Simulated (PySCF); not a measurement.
## Correlation energy of Ni(10+) (nickel, charge +10)

[Ar], closed-shell 1S. Computed with PySCF 2.14 in an uncontracted even-tempered set (17 s from 0.59 bohr⁻², ratio 2.5; 12 p from 0.76 bohr⁻², ratio 2.5; 5 d from 5.6 bohr⁻², ratio 2.7; 4 f from 8.4 bohr⁻², ratio 2.7), with no relativity, point nucleus. Frozen: 1s2; 16 electrons correlated; the 20 highest virtual orbitals of each spin left out.

| level | correlation energy (mhartree) |
| --- | --- |
| CCSD | -589.80 |
| (T) | -3.42 |
| CCSD(T) | -593.22 |

Diagnostics: T1 = 0.0016, D1 = 0.0036, largest double amplitude 0.027.

**Question.** Is a single reference adequate?

**Answer.** Yes, within this model without spin-orbit coupling: T1 lies below 0.03 and no double amplitude reaches 0.07.
